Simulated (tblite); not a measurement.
Input of a run (GFN2-xTB geometry optimisation, gas phase (tblite 0.8.0)), started from a force field or distance geometry:
```
{"job": {"kind": "relax", "xc": "GFN2-xTB", "basis": "xTB"}, "charge": 0, "multiplicity": 1}
C     -1.964400    -0.619300    -0.463000
C     -1.044900     0.528900    -0.287600
C     -1.196000     1.633900     0.703000
C     -0.228900     0.573200     1.014800
C      0.452800     0.462800    -0.292100
O      1.010500    -0.824500    -0.634000
Si     2.647200    -1.050300    -0.391600
H     -1.792000    -1.084200    -1.429700
H     -1.861000    -1.388800     0.310700
H     -3.013700    -0.265400    -0.443500
H     -2.123600     1.680500     1.279000
H     -0.836600     2.619200     0.436900
H     -0.417500    -0.258000     1.701200
H      0.960400     1.347600    -0.694700
H      2.952500    -0.935700     1.062100
H      3.405500    -0.013500    -1.114400
H      3.042900    -2.394300    -0.873200
```

Output (eV, eV/Å):
```
step      E/eV     max force
  0    -586.79204    1.875
  1    -586.90485    1.107
  2    -586.96687    0.579
  3    -587.00853    0.552
  4    -587.03509    0.530
  5    -587.06563    0.490
  6    -587.11164    0.642
  7    -587.15922    0.645
  8    -587.19469    0.394
  9    -587.21643    0.297
 10    -587.22906    0.290
 11    -587.24221    0.297
 12    -587.25495    0.266
 13    -587.26612    0.263
 14    -587.27536    0.210
 15    -587.28357    0.195
 16    -587.28963    0.151
 17    -587.29369    0.138
 18    -587.29674    0.137
 19    -587.29917    0.139
 20    -587.30122    0.103
 21    -587.30300    0.098
 22    -587.30436    0.100
 23    -587.30555    0.073
 24    -587.30646    0.067
 25    -587.30705    0.055
 26    -587.30745    0.046
 27    -587.30775    0.041
 28    -587.30798    0.037
 29    -587.30816    0.033
 30    -587.30831    0.029
 31    -587.30847    0.031
 32    -587.30863    0.039
 33    -587.30878    0.033
 34    -587.30893    0.038
 35    -587.30910    0.031
 36    -587.30927    0.029
 37    -587.30943    0.033
 38    -587.30957    0.029
 39    -587.30970    0.030
 40    -587.30986    0.024
 41    -587.31000    0.024
 42    -587.31012    0.026
 43    -587.31023    0.027
 44    -587.31037    0.033
 45    -587.31052    0.032
 46    -587.31064    0.024
 47    -587.31075    0.025
 48    -587.31088    0.033
 49    -587.31108    0.042
 50    -587.31136    0.055
 51    -587.31160    0.042
 52    -587.31172    0.021
 53    -587.31177    0.018
 54    -587.31184    0.022
 55    -587.31192    0.029
 56    -587.31200    0.027
 57    -587.31204    0.016
 58    -587.31206    0.013
 59    -587.31208    0.012
 60    -587.31210    0.016
 61    -587.31212    0.016
 62    -587.31215    0.013
 63    -587.31217    0.013
 64    -587.31219    0.014
 65    -587.31222    0.017
 66    -587.31224    0.017
 67    -587.31227    0.013
 68    -587.31229    0.013
 69    -587.31232    0.015
 70    -587.31235    0.019
 71    -587.31240    0.022
 72    -587.31246    0.023
 73    -587.31253    0.028
 74    -587.31263    0.025
 75    -587.31275    0.035
 76    -587.31291    0.041
 77    -587.31313    0.042
 78    -587.31339    0.052
 79    -587.31369    0.053
 80    -587.31407    0.058
 81    -587.31459    0.071
 82    -587.31313    0.269
 83    -587.31567    0.064
 84    -587.31628    0.054
 85    -587.31156    0.416
 86    -587.31771    0.033
 87    -587.31831    0.037
 88    -587.30258    0.622
 89    -587.31897    0.043
 90    -587.31952    0.050
 91    -587.30740    0.596
 92    -587.32061    0.053
 93    -587.32146    0.063
 94    -587.30897    0.639
 95    -587.32289    0.065
 96    -587.32392    0.075
 97    -587.31135    0.662
 98    -587.32577    0.070
 99    -587.32697    0.083
100    -587.32062    0.586
101    -587.32950    0.093
102    -587.33081    0.106
103    -587.33111    0.376
104    -587.33415    0.127
105    -587.33534    0.110
106    -587.33778    0.306
107    -587.34013    0.094
108    -587.34124    0.062
109    -587.34283    0.197
110    -587.34450    0.113
111    -587.34575    0.076
112    -587.34726    0.145
113    -587.34892    0.080
114    -587.34978    0.074
115    -587.35133    0.110
116    -587.35182    0.129
117    -587.35315    0.131
118    -587.35434    0.116
119    -587.35563    0.087
120    -587.35700    0.119
121    -587.35826    0.117
122    -587.35875    0.141
123    -587.36002    0.060
124    -587.36097    0.050
125    -587.36234    0.053
126    -587.36281    0.062
127    -587.36355    0.085
128    -587.36470    0.082
129    -587.36544    0.082
130    -587.36612    0.061
131    -587.36663    0.064
132    -587.36704    0.038
133    -587.36729    0.029
134    -587.36746    0.029
135    -587.36758    0.024
136    -587.36765    0.024
137    -587.36770    0.019
138    -587.36775    0.016
139    -587.36780    0.015
140    -587.36785    0.015
141    -587.36790    0.018
142    -587.36795    0.015
143    -587.36799    0.017
144    -587.36803    0.015
145    -587.36808    0.019
146    -587.36813    0.014
147    -587.36816    0.012
148    -587.36820    0.013
149    -587.36825    0.022
150    -587.36831    0.030
151    -587.36837    0.024
152    -587.36843    0.020
153    -587.36850    0.022
154    -587.36860    0.023
155    -587.36874    0.030
156    -587.36892    0.028
157    -587.36922    0.047
158    -587.36980    0.089
159    -587.37051    0.112
160    -587.36963    0.272
161    -587.37298    0.099
162    -587.37427    0.149
163    -587.37478    0.115
164    -587.37955    0.084
165    -587.37726    0.371
166    -587.38381    0.073
167    -587.38649    0.081
168    -587.39120    0.295
169    -587.39414    0.102
170    -587.39661    0.125
171    -587.39829    0.192
172    -587.40152    0.143
173    -587.40330    0.101
174    -587.40607    0.087
175    -587.40716    0.105
176    -587.40799    0.066
177    -587.40880    0.054
178    -587.40923    0.052
179    -587.40958    0.042
180    -587.40987    0.040
181    -587.41012    0.028
182    -587.41039    0.036
183    -587.41061    0.041
184    -587.41081    0.042
185    -587.41109    0.034
186    -587.41141    0.034
187    -587.41166    0.038
188    -587.41184    0.039
189    -587.41200    0.044
190    -587.41219    0.033
191    -587.41241    0.045
192    -587.41257    0.039
193    -587.41270    0.038
194    -587.41278    0.017
195    -587.41282    0.014
196    -587.41285    0.014
197    -587.41288    0.016
198    -587.41291    0.016
199    -587.41294    0.014
200    -587.41297    0.013
201    -587.41301    0.015
202    -587.41308    0.020
203    -587.41319    0.026
204    -587.41333    0.029
205    -587.41349    0.029
206    -587.41368    0.032
207    -587.41388    0.036
208    -587.41405    0.033
209    -587.41416    0.025
210    -587.41422    0.018
211    -587.41427    0.023
212    -587.41432    0.023
213    -587.41438    0.013
214    -587.41442    0.013
215    -587.41443    0.010
```

Question: Summarise the run.

Answer: The energy falls by 60.1 kJ/mol over 215 L-BFGS steps, the largest force on an atom goes from 1.88 to 0.010 eV/Å, and the atoms move by 1.050 Å rms after alignment. The bond that changes most is C5–O6 (sp3 carbon bound to oxygen to silyl ether oxygen), which shortens by 0.070 Å. Bonds longer at the end by more than 0.005 Å: 3 of 18; shorter: 11. Among the angles that change most is C2–C4–H13, from 114.7° to 135.3°. Among the dihedrals that turn most is C4–C5–O6–Si7, from -99° to 1°. The energy rose by more than 1e-5 eV at steps 82, 85, 88, 91, 94, 97, 100 and 160 and later ones. The first step brought 18 % of the lowering.

Question: What are the final bond lengths?

Answer: C1–C2 1.486 Å, C2–C3 1.497 Å, C3–C4 1.497 Å, C4–C5 1.496 Å, C5–O6 1.374 Å, O6–Si7 1.619 Å, C2–C4 1.495 Å, C2–C5 1.501 Å, C1–H8 1.090 Å, C1–H9 1.088 Å, C1–H10 1.090 Å, C3–H11 1.082 Å, C3–H12 1.085 Å, C4–H13 1.068 Å, C5–H14 1.091 Å, Si7–H15 1.468 Å, Si7–H16 1.466 Å, Si7–H17 1.453 Å. Numbering counts from 1 in the input's order; the species is `[C@H]12[C@]([C@@H]1O[SiH3])(C2)C`.

Hardware: Intel Xeon at 2.70 GHz, one thread, shared host with 64 logical CPUs at a one-minute load of 6.6. Cost: 2.7 s wall.

Its GFN2-xTB frequencies are all real (lowest 77 cm⁻¹). The numbers are those of one conformer.

These are computed values.
